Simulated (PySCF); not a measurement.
Job file and geometry (Å, from GFN2-xTB) of a spin–spin coupling run on SMILES [GeH3][NH][GeH3], Ge2H7N, B3LYP/pcJ-1 Ge:pcSseg-1 indirect spin-spin coupling, non-relativistic, gas phase (PySCF 2.14.0, density-fitted response routines); density fitting, a coarse starting grid and PySCF grid level 2 are the driver's defaults:

```
{"job": {"kind": "j", "xc": "B3LYP", "basis": "pcJ-1"}, "charge": 0, "multiplicity": 1}
Ge    -1.612971    -0.016430    -0.001383
N      0.049142     0.719795    -0.056558
Ge     1.595485    -0.237717    -0.072202
H     -1.682817    -0.996391    -1.124511
H     -2.581348     1.110189    -0.184046
H     -1.908977    -0.729728     1.290908
H      0.120824     1.611378     0.412032
H      1.482846    -1.211567    -1.196796
H      1.845812    -0.991255     1.206797
H      2.700886     0.746382    -0.296769
```

**Question.** Write the output of this run.

**Answer.** 
```
coarse grid: 37256 points
cycle   1  E = -4212.5089635085  dE = -1.220e+00  |g| = 1.347e+00  |ddm| = 2.814e+00
cycle   2  E = -4212.3359699115  dE =  1.730e-01  |g| = 1.583e+00  |ddm| = 1.447e+00
cycle   3  E = -4212.6152199766  dE = -2.793e-01  |g| = 3.359e-01  |ddm| = 1.155e+00
cycle   4  E = -4212.6380848611  dE = -2.286e-02  |g| = 8.862e-02  |ddm| = 2.912e-01
cycle   5  E = -4212.6391473288  dE = -1.062e-03  |g| = 8.306e-03  |ddm| = 6.443e-02
cycle   6  E = -4212.6391606599  dE = -1.333e-05  |g| = 1.802e-03  |ddm| = 9.927e-03
cycle   7  E = -4212.6391616347  dE = -9.748e-07  |g| = 1.946e-04  |ddm| = 2.036e-03
final grid: 74672 points
cycle   8  E = -4212.6391326279  dE = -2.998e-08  |g| = 1.405e-04  |ddm| = 9.310e-04
cycle   9  E = -4212.6391326313  dE = -3.418e-09  |g| = 1.059e-04  |ddm| = 2.644e-04
cycle  10  E = -4212.6391326345  dE = -3.189e-09  |g| = 1.243e-05  |ddm| = 1.101e-04
cycle  11  E = -4212.6391326345  dE = -2.728e-11  |g| = 6.156e-06  |ddm| = 1.267e-05
converged SCF energy = -4212.6391326345

Indirect spin-spin couplings (Hz)
  i      j    bonds     total        FC       PSO       DSO        SD
  1 N    3 H    2     -8.991    -9.120    -0.045     0.166     0.008
  1 N    4 H    2     -5.888    -6.034    -0.051     0.176     0.022
  1 N    5 H    2     -1.320    -1.510    -0.102     0.272     0.020
  1 N    6 H    1    -76.087   -71.659    -3.084    -0.773    -0.571
  1 N    7 H    2     -9.013    -9.142    -0.045     0.167     0.008
  1 N    8 H    2     -1.325    -1.515    -0.102     0.272     0.020
  1 N    9 H    2     -5.871    -6.017    -0.051     0.176     0.022
  3 H    4 H    2      7.182    11.002     1.364    -5.184         -
  3 H    5 H    2     18.703    22.016     1.219    -4.531         -
  3 H    6 H    3      8.528    10.700     2.243    -4.415         -
  3 H    7 H    4      1.403    -0.135    -0.675     2.213         -
  3 H    8 H    4     -0.551     0.257     0.412    -1.220         -
  3 H    9 H    4     -1.598    -0.026     0.789    -2.360         -
  4 H    5 H    2     17.558    20.995     1.263    -4.700         -
  4 H    6 H    3      2.206     1.980     0.011     0.214         -
  4 H    7 H    4     -1.596    -0.028     0.787    -2.355         -
  4 H    8 H    4     -1.714    -0.028     0.857    -2.544         -
  4 H    9 H    4      1.907     3.108     0.765    -1.966         -
  5 H    6 H    3     -2.857    -1.815     1.006    -2.048         -
  5 H    7 H    4     -0.560     0.256     0.416    -1.232         -
  5 H    8 H    4      0.605     0.018    -0.220     0.808         -
  5 H    9 H    4     -1.708    -0.024     0.856    -2.540         -
  6 H    7 H    3      8.502    10.673     2.242    -4.413         -
  6 H    8 H    3     -2.858    -1.813     1.009    -2.054         -
  6 H    9 H    3      2.223     1.995     0.010     0.218         -
  7 H    8 H    2     18.745    22.063     1.221    -4.540         -
  7 H    9 H    2      7.167    10.984     1.363    -5.180         -
  8 H    9 H    2     17.486    20.919     1.261    -4.694         -
```

Size and cost of the density-fitted run: 179 basis functions, 22 s wall time on 1 thread of an Arm Neoverse V1, shared host.
